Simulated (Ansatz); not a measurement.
Consider the hydrogen abstraction from the O–H bond: `[OH][Ge]([F])([F])[F]` + `[SiH3]`• → `[O][Ge]([F])([F])[F]`• + SiH₄.

Gas-phase electronic energies from Ansatz, PBE0-D4/def2-TZVP geometries. CBS: MP2 limit from def2 TZ/QZ plus the TZ coupled-cluster correction, frozen cores. This one scheme is used for every species. Functionals use def2-TZVPP. Open shells (•) are unrestricted, without spin–orbit coupling. For Ge outer-core shells are correlated without core-valence functions, which leaves a few kJ/mol of doubt a bond. Scalar relativity is left out up to krypton. Each species was taken in one conformer, which may not be the lowest.

```json
{"level": "ωB97X-V", "ΔE (eV)": "1.32"}
{"level": "PBE0", "ΔE (eV)": "1.46"}
{"level": "LC-ωPBE", "ΔE (eV)": "1.48"}
{"level": "MP2/def2-TZVPP", "ΔE (eV)": "1.75"}
```

**Question.** What does CCSD(T)/CBS give? (Best estimate.)

**Answer.** Computed: +1.53 eV. The listed levels differ from it by -0.21, -0.07, -0.05, 0.22 eV.

Largest T1 diagnostic among the species: 0.015.

From r2SCAN to r2SCAN0 (25 % exact exchange), in def2-TZVPP and without D4, ΔE moves by −0.05 eV. Leaving LDA and LC-ωPBE aside and taking each functional with its dispersion term where it has one, the values, not all of them listed here, spread over 0.34 eV, from BHLYP-D4 to PBE-D4. LDA lies +0.38 eV from PBE without D4. At CCSD(T), def2-SVP lies −0.17 eV from the extrapolated value and def2-TZVPP −0.08 eV.
